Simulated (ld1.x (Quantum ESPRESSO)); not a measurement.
# What one change does to a pseudopotential (tantalum (Ta), RRKJ)

tantalum (Ta), norm-conserving RRKJ (Kleinman–Bylander form), made with ld1.x (Quantum ESPRESSO) 7.5 (PBE, scalar-relativistic). Core [Xe] 4f14, reference 5d3 6s2 6p0. Waves: 6p (bound, empty): rc 4.20 bohr; 5d (bound): rc 1.85 bohr; 6s (bound): rc 2.00 bohr. Local part: the s channel. Core correction: Bessel-smoothed model core inside 1.05 bohr. rho0 = 0.005.

All-electron outer shells of the reference configuration (PBE, scalar-relativistic, ld1.x):

```
shell  level (eV)  outermost node (bohr)  outermost maximum (bohr)
   5p      -39.40                   0.58                      1.13
   4f      -24.70                      –                      0.44
   6s       -5.44                   1.32                      2.78
   5d       -3.59                   0.65                      1.58
   6p       -1.39                   1.60                      3.89
```

Change: core correction Bessel-smoothed model core inside 2.22 bohr.

Cutoffs: the cutoffs (Ry, on a coarse ladder) from which the occupation-weighted sum of valence levels, in a spherical-Bessel basis at the reference potential, stays within 10 and 1 mRy of its value at 400 Ry; they do not see the model core or the augmentation charge, which bear on the density cutoff. Errors are all-electron minus pseudo energies relative to the spin-unpolarised reference configuration.

Q: Predict the effect on cutoff, ghosts and configuration errors.

A: The potential gets neither clearly harder nor softer (25 Ry and 60 Ry → 25 Ry and 60 Ry); of the 7 tests that both files solve, the error grows in 0 and shrinks in 2 by more than 15 % and 0.3 meV (median size 37.7 → 29.3 meV); neither file shows a bound ghost. A wider model core is smoother and lowers the density cutoff, which this test does not measure.

| quantity | base | changed |
| --- | --- | --- |
| cutoff, loose | 25 Ry | 25 Ry |
| cutoff, tight | 60 Ry | 60 Ry |
| bound ghosts | none | none |
| error for 5d3 6s1 6p0, meV [ΔE 8.47 eV] | -4.6 | -3.3 |
| error for 5d3 6s0 6p0, meV [ΔE 23.44 eV] | -38 | -29 |
| error for 5d2 6s0 6p0, meV [ΔE 47.04 eV] | -256 | -242 |
| error for 5d3 6s1 6p1, meV [ΔE 4.18 eV] | -7.6 | -6.6 |
| error for 5d3 6s1.5 6p0, meV [ΔE 3.46 eV] | -1.4 | -1.1 |
| error for 5d3 6s0 6p2, meV [ΔE 8.59 eV] | -42 | -37 |
| error for 5d1 6s0 6p0, meV [ΔE 82.09 eV] | -953 | -897 |
| s: phases at 4.55 bohr within 0.05 rad from the reference energy up to (Ry; the scan ends near 5) | 0.3 | 0.3 |
| p: phases at 4.55 bohr within 0.05 rad from the reference energy up to (Ry; the scan ends near 5) | 1.3 | 1.3 |
| d: phases at 4.55 bohr within 0.05 rad from the reference energy up to (Ry; the scan ends near 5) | 0.5 | 0.5 |
